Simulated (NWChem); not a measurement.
C2H5ClGe; SMILES [Cl][GeH2][CH]=C

```xyz
9

Ge    -0.7425    -0.0216     0.0000
Cl     0.8001    -1.5504     0.0000
C      0.1481     1.6944     0.0000
C      1.4755     1.8328     0.0000
H     -1.5915    -0.2424     1.2622
H     -1.5915    -0.2424    -1.2622
H     -0.4911     2.5870     0.0000
H      1.9511     2.8198     0.0000
H      2.1404     0.9620     0.0000
```
Atoms are numbered in this order, from 1.

Program: NWChem. Structure relaxed at the PBE0/def2-SVP level.

**Question.** Among these, which level gives the lowest value of “dipole (D)”?
A) PBE0/aug-pcseg-1
B) PBE0/def2-SVP
C) PBE0/pcseg-1
D) PBE0/pcseg-2

**Answer.** B, PBE0/def2-SVP. Values: PBE0/def2-SVP 2.16; PBE0/aug-pcseg-1 2.29; PBE0/pcseg-2 2.30; PBE0/pcseg-1 2.42
